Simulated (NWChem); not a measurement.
Mg

Program: NWChem. Pople sets run with spherical d functions. Static field.

```json
[
 {"level": "Hartree-Fock/6-31G*", "basis functions": "18", "isotropic polarisability (bohr³)": "79.3", "anisotropy (bohr³)": "0.0"},
 {"level": "Hartree-Fock/6-31+G*", "basis functions": "22", "isotropic polarisability (bohr³)": "81.3", "anisotropy (bohr³)": "0.0"},
 {"level": "Hartree-Fock/def2-SVP", "basis functions": "18", "isotropic polarisability (bohr³)": "78.2", "anisotropy (bohr³)": "0.0"},
 {"level": "Hartree-Fock/def2-SVPD", "basis functions": "21", "isotropic polarisability (bohr³)": "82.7", "anisotropy (bohr³)": "0.0"},
 {"level": "Hartree-Fock/def2-TZVP", "basis functions": "32", "isotropic polarisability (bohr³)": "76.9", "anisotropy (bohr³)": "0.0"},
 {"level": "Hartree-Fock/aug-cc-pVDZ", "basis functions": "27", "isotropic polarisability (bohr³)": "81.1", "anisotropy (bohr³)": "0.0"},
 {"level": "Hartree-Fock/Sadlej pVTZ", "basis functions": "32", "isotropic polarisability (bohr³)": "81.7", "anisotropy (bohr³)": "0.0"},
 {"level": "Hartree-Fock/def2-TZVPD", "basis functions": "35", "isotropic polarisability (bohr³)": "81.3", "anisotropy (bohr³)": "0.0"},
 {"level": "Hartree-Fock/aug-cc-pVTZ", "basis functions": "50", "isotropic polarisability (bohr³)": "81.3", "anisotropy (bohr³)": "0.0"}
]
```
